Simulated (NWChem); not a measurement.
Molecule: CH$_{4}$OZn; SMILES [ZnH][O]C

```xyz
7

Zn    -0.0222    -0.8113     0.0001
H     -0.3278    -2.2978    -0.0027
O      0.4887     0.8840    -0.0001
C     -0.2535     2.0515     0.0000
H     -0.9412     2.1444     0.8676
H      0.4209     2.9282     0.0447
H     -0.8744     2.1832    -0.9119
```
Atoms are numbered in this order, from 1.

Results from NWChem. Geometry: optimised at PBE0/def2-SVP. Ions are spin-unrestricted doublets at the neutral geometry; other ion states weren't tried.

Problem. Predict the results for PBE0/def2-SVP. Quantities: −ε(HOMO) (eV).

Solution. The −ε(HOMO) (eV) comes out as 6.93.
